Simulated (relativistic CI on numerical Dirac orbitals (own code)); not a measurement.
## d1 to d9 in one octahedral field

Computed with a parametric ligand-field model without spin-orbit coupling, by exact diagonalisation: B = 500, C = 2440, 10Dq = 33600 cm⁻¹ (Oh; |10Dq|/B = 67.2) for every shell. Energies in cm⁻¹; the field energy is (0.6 n_e − 0.4 n_t2) × 10Dq of the ground term; g labels are left out. So small a B with so large a field is typical of 4d and 5d ions, where spin-orbit coupling, left out here, reaches 1,000 to 4,000 cm⁻¹.

```csv
Shell,Ground term,Electrons in e,Field energy,First spin-allowed bands,Lowest term of other spin
d1,2T2,0.000,-13440,2E 33600,
d2,3T1,0.006,-26675,"3T2 32335, 3T1 38570",1T2 8024
d3,4A2,0.000,-40320,"4T2 33600, 4T1 39294",2E 11366
d4,3T1,0.011,-53382,"3E 31193, 3T1 31818",1T2 7146
d5,2T2,0.022,-66476,"2A2 30440, 2T1 30610",4T1 22088
d6,1A1,0.018,-80038,"1T1 31721, 1T2 39034",3T1 26644
d7,2E,1.011,-60097,"2T1 31595, 2T2 32248",4T1 22074
d8,3A2,2.000,-40320,"3T2 33600, 3T1 39294",1E 8836
d9,2E,3.000,-20160,2T2 33600,
```

Low spin: d4, d5, d6, d7; the other shells keep the spin of the free ion. Only d4 to d7 can choose; the field needed to pair spins is smallest for d6 and largest for d5, which loses most exchange energy. In the strong-field picture 10Dq must exceed about 6B + 5C = 15200 (d4), 7.5B + 5C = 15950 (d5), 2.5B + 4C = 11010 (d6) and 4B + 4C = 11760 (d7); mixing of terms shifts these bounds somewhat.
